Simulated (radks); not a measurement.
Q: All-electron atom: Te44+ in 1s1 2s2 2p5 (not the ground configuration). All-electron calculation, scalar-relativistic Kohn-Sham, SCAN, spin-polarised, spherical densities, finite nucleus; open shells are filled with parallel spins first (spin-orbit coupling, left out, can overturn this in heavy ions); meta-GGA in the generalised Kohn-Sham scheme; Fermi nuclear charge, rms radius 4.7423 fm. Program: a radial shooting solver on a logarithmic mesh with Libxc functionals. Some entries of the table are withheld. Estimate them.

orbital  occ.  eigenvalue (eV)  <r^2> (bohr^2)  r(max) (bohr)
1s up       1        -35689.93             (1)        0.01783
2s up       1        -8006.763         0.01549        0.09848
2s down     1        -7964.203         0.01560        0.09887
2p up       3              (2)         0.01196        0.07813
2p down     2              (3)         0.01207        0.07856

A: 
(1) 1s up <r^2> (bohr^2): 0.001028
(2) 2p up eigenvalue (eV): -7584.886
(3) 2p down eigenvalue (eV): -7540.622
